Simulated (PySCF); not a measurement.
hexachlorodisilane (Cl6Si2), singlet, geometry from GFN2-xTB. Base run: B3LYP/STO-3G (PySCF).

Geometry (Å):
```xyz
8

Cl     2.1050    -0.4886    -1.5608
Si     1.1500    -0.1176     0.1779
Cl     1.9227     1.5668     0.9768
Cl     1.5222    -1.6457     1.4423
Si    -1.1500     0.1176    -0.1779
Cl    -1.5239     1.6642    -1.4191
Cl    -1.9174    -1.5560    -1.0040
Cl    -2.1086     0.4593     1.5648
```
Charge 0, spin multiplicity 1.
All else is at PySCF's defaults.
Base energy -3303.66134 Eh.

The base run was repeated with changes; each row names its change, and settings that it needs were set with it.

```tsv
change	ΔE vs base (µEh)	grid points	electrons on the grid
base	0.0	151640	130.00000
grids.level = 4	-1.6	229976	130.00000
grids.radi_method = mura_knowles	-2.8	140240	130.00000
grids.radi_method = gauss_chebyshev	-0.3	148016	130.00000
grids.radi_method = delley	0.6	155480	130.00000
grids.atom_grid = (150, 974)	-3.5	593280	130.00000
grids.atom_grid = (50, 194)	-111	50720	130.00002
grids.level = 2	-16.3	94328	129.99999
grids.becke_scheme = stratmann	-8.0	151640	130.00000
grids.level = 5	-4.1	345392	130.00000
grids.atom_grid = (75, 302)	-14.7	109632	129.99999
```
